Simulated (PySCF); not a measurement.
## Unknown compound

An unknown has the formula C4H10ClFSi. Its calculated NMR data are:

1H NMR (400 MHz, computed): δ 6.25 (m, 1H), 0.19 (s, 9H).

13C{1H} NMR (computed): δ 110.0 (CH), -4.3 (CH3, 3C).

- σ from GIAO-PBE0/pcSseg-1
- coordinates at the GFN2-xTB level
- run in PySCF
- non-relativistic Hamiltonian, no solvent model, one averaged value for each set of equivalent atoms, single conformer

Referencing at the same level of theory: 1H (σ = 31.72 ppm) and 13C (σ = 186.93 ppm) against TMS.

**Question.** What is the structure?

**Answer.** 
Rings plus π bonds: 0. 2 carbon signals for 4 carbons: some carbons are equivalent by symmetry or fast rotation. Carbon types of the structure: 1 × CH, 3 × CH3, which accounts for all hydrogens. δC 110.0: sp3 CH bonded to Cl and F and Si; 2 electronegative neighbours deshield it. δC -4.3: methyl carbon bonded to Si; an electropositive neighbour leaves it electron-rich and shielded. δH 6.25: hydrogen on an sp3 CH bonded to Cl and F and Si; its carbon carries Cl and F, an electronegative neighbour. δH 0.19: hydrogen on a methyl carbon bonded to Si; an electropositive neighbour shields it, as in TMS itself.

Structure: `InChI=1S/C4H10ClFSi/c1-7(2,3)4(5)6/h4H,1-3H3/t4-/m0/s1`.

This is the structure that produced the data.

Carbons that carry Cl, above all several Cl atoms, come out too deshielded, partly because spin–orbit coupling is missing. Splittings by 19F in the carbon and heteronuclear signals aren't shown, as no couplings were computed. Shifts are as computed. Against solution values, carbons near 30 ppm lie about +3 ppm off and those near 130 ppm about +5 ppm; carbons on Cl a further +6 ppm. Of 1211 compounds with measured shifts, 218 miss one by over three times the rms of a fit or turn the order of signals round; such compounds aren't used in these exercises. No couplings were computed; multiplicities are counted from neighbouring protons, with m where these are inequivalent, close in shift, in a saturated or five-membered ring or joined by F or P, and br s for small geminal =CH2 splittings.
